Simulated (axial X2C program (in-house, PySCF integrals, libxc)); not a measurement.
**TeH⁻: cheaper levels and CCSD(T), two-component**

Computed with an in-house all-electron X2C program for linear molecules (integrals from PySCF). Two-component (2c) means X2C with spin–orbit coupling and atomic mean-field two-electron Coulomb and Gaunt terms. Basis: Te dyall-acv3z [12s13p9d5f1g], H dyall-av3z [7s3p2d] (cores contracted in-house); Gaussian nuclei, density fitting, unrestricted open shells. Masses: Te 129.906 u, H 1.008 u.

State: Ω = 0 (closed shell); fragments Te- + H.

```json
{"level": "PBE0", "Re (Å)": "1.669", "ωe (cm⁻¹)": "2061.2", "De (eV)": "2.96"}
{"level": "HF", "Re (Å)": "1.660", "ωe (cm⁻¹)": "2139.7", "De (eV)": "1.90"}
{"level": "MP2", "Re (Å)": "1.664", "ωe (cm⁻¹)": "2118.5", "De (eV)": "2.91"}
{"level": "CCSD", "Re (Å)": "1.674", "ωe (cm⁻¹)": "2050.9", "De (eV)": "2.97"}
{"level": "B97-3", "Re (Å)": "1.672", "ωe (cm⁻¹)": "2046.9", "De (eV)": "2.92"}
```

Correlated methods: 8 electrons correlated (number of frozen shells: Te 4 s, 3 p, 2 d; H none), 228 virtual spin orbitals or spinors in MP2, 90 natural virtuals in coupled cluster.

CCSD(T), same Hamiltonian and basis:

Re = 1.676 Å, ωe = 2036.2 cm⁻¹, De = 3.02 eV; T1 = 0.010 (Lee–Taylor normalisation).

Problem. Give the differences from CCSD(T) in the columns below.

Solution. 

```json
{"level": "PBE0", "ΔRe (Å)": "-0.007", "Δωe (cm⁻¹)": "25", "ΔDe (eV)": "-0.06"}
{"level": "HF", "ΔRe (Å)": "-0.016", "Δωe (cm⁻¹)": "103", "ΔDe (eV)": "-1.12"}
{"level": "MP2", "ΔRe (Å)": "-0.012", "Δωe (cm⁻¹)": "82", "ΔDe (eV)": "-0.11"}
{"level": "CCSD", "ΔRe (Å)": "-0.002", "Δωe (cm⁻¹)": "15", "ΔDe (eV)": "-0.05"}
{"level": "B97-3", "ΔRe (Å)": "-0.004", "Δωe (cm⁻¹)": "11", "ΔDe (eV)": "-0.10"}
```

Occupations by symmetry block were frozen at the best pattern of an incomplete PBE0 search. Closed shells are restricted here (equal orbitals for both partners); the stretched side of such a curve lies too high. De is counted from the lowest determinant-based energies of the atoms at the same level, without counterpoise correction. Coupled cluster ran in a truncated set of natural virtual spinors; the MP2 energy of the rest was added. (T) has no such correction and the atoms are truncated less, which lowers De at CCSD(T) by a hundredth of an eV or more. The functionals have no current-density term, which raises determinants with orbital currents, atoms included. With the outer-core shells frozen, correlated bond lengths of heavy atoms tend to come out a few hundredths of an ångström too long. Hartree–Fock gets electron affinities wrong, so its lowest charge split need not be the true one.
